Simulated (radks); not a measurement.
The numbers below are computed, except where a source is named.
Task: Radial electron density D(r) = 4 pi r^2 rho(r) of an atom or ion with 39 electrons. Level of theory: Dirac Kohn-Sham, PBE, spin-unpolarised, spherical densities, finite nucleus; Fermi nuclear charge, rms radius of each element as measured or else 0.836 A^(1/3) + 0.57 fm (a radial shooting solver on a logarithmic mesh with Libxc functionals).

r (bohr),D(r) (e/bohr)
0.00117,1.201
0.001351,1.555
0.001547,1.979
0.001787,2.548
0.002048,3.226
0.002365,4.127
0.002709,5.186
0.003129,6.576
0.003613,8.291
0.00414,10.26
0.004781,12.76
0.005477,15.56
0.006326,19.02
0.007247,22.75
0.00837,27.17
0.009666,31.97
0.01107,36.71
0.01279,41.73
0.01465,46.17
0.01692,50.20
0.01939,53.03
0.02239,54.67
0.02586,54.75
0.02963,53.47
0.03421,51.12
0.0392,48.69
0.04527,46.91
0.05186,46.94
0.0599,49.40
0.06917,54.22
0.07925,59.90
0.09153,65.17
0.1049,67.44
0.1211,65.55
0.1387,59.91
0.1602,51.94
0.1851,45.27
0.212,42.82
0.2448,44.86
0.2805,49.02
0.324,51.82
0.3712,49.83
0.4286,42.15
0.495,31.16
0.5672,21.28
0.655,14.23
0.7504,11.36
0.8667,10.88
0.9929,10.88
1.147,9.945
1.324,7.903
1.517,5.603
1.752,3.504
2.007,2.141
2.318,1.288
2.656,0.8337
3.068,0.5334
3.543,0.3208
4.059,0.1758
4.687,0.07744
5.37,0.02865
6.202,0.007520
7.106,0.001556
8.206,0.0002010

What is the nuclear charge?

Result: Z = 43. The innermost maximum, from 1s, lies near gamma/Z bohr with gamma = sqrt(1 - (Z/c)^2) = 0.949, here 0.0221 bohr (found: 0.0243), and its height grows with Z. The density is that of the technetium ion Tc4+ in [Ar] 3d10 4p6 4d3 4f2; the configuration itself is not fixed sharply by these data, and Z only to a few units. D(r) has 4 maxima, at r = 0.0243, 0.107, 0.329, 0.939 bohr, and minima at 0.0486, 0.214, 0.846 bohr, inside which lie 2.06, 11.15, 29.54 electrons.
